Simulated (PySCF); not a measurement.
Radial density of Kr³⁺ (krypton, charge +3)

UHF, [Ar] 3d10 4s2 4p3, high-spin 4S determinant. Computed with PySCF 2.14 in aug-cc-pVDZ-DK (6s5p3d, 36 functions), with scalar relativity by spin-free X2C-1e.

```csv
r (bohr),4πr²ρ (e/bohr),4πr²(ρα − ρβ)
0.000923,0.6066,0.0000
0.00155,1.441,0.0000
0.00261,3.370,0.0000
0.00439,7.586,0.0001
0.00739,15.81,0.0004
0.0124,28.79,0.0020
0.0209,41.94,0.0095
0.0352,43.54,0.0411
0.0591,36.64,0.1278
0.0995,48.25,0.1943
0.167,47.61,0.0180
0.281,29.67,0.2105
0.473,36.66,0.3663
0.796,13.03,0.2398
1.34,4.796,2.2570
2.25,1.372,0.9463
3.79,0.04305,0.0366
6.37,0.0001624,0.0002
```

Densities and radii are taken from the X2C orbitals without a picture-change correction, which distorts them close to the nucleus.
